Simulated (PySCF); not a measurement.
**F2O2Se: core ionisation energies**

Compound: SeO2F2.
Cartesian coordinates in Å at the PBE0-D3(BJ)/def2-SVP level; atoms count from 1:
```xyz
5
F2O2Se angstrom
Se     0.1623   -0.0093    0.0975
O      0.0319   -0.1360    1.6623
O      1.4919    0.0457   -0.7460
F     -0.8309    1.2924   -0.4059
F     -0.8552   -1.1927   -0.6079
```

Computed with PySCF 2.14.0, delta-SCF UKS SCAN, pcX-2 on the ionised atom, pcseg-1 elsewhere, spin-free X2C. These are vertical core ionisation energies against the vacuum level, from separate self-consistent calculations with and without the core hole.

**Question.** Give the core binding energies atom by atom.

**Answer.** 
| atom(s) | bonded to | level | binding energy (eV) | count |
| --- | --- | --- | --- | --- |
| O2/O3 | Se | O 1s | 540.01 | 2 |
| F4/F5 | Se | F 1s | 694.00 | 2 |

**Question.** Which effective nuclear charge Zeff reproduces each element's mean 1s value in the hydrogen-like formula E = 13.606 eV × Zeff²?

**Answer.** O (Z = 8): mean 540.0 eV, Zeff = 6.30, Z − Zeff = 1.70; F (Z = 9): mean 694.0 eV, Zeff = 7.14, Z − Zeff = 1.86. Means run over the listed sites, weighted by atom count.

The first atom of each set that the bonding makes equivalent was ionised and stands for the set. No level of selenium is listed. Geometry: PBE0-D3(BJ)/def2-SVP; no solvent, vibrations or thermal averaging.
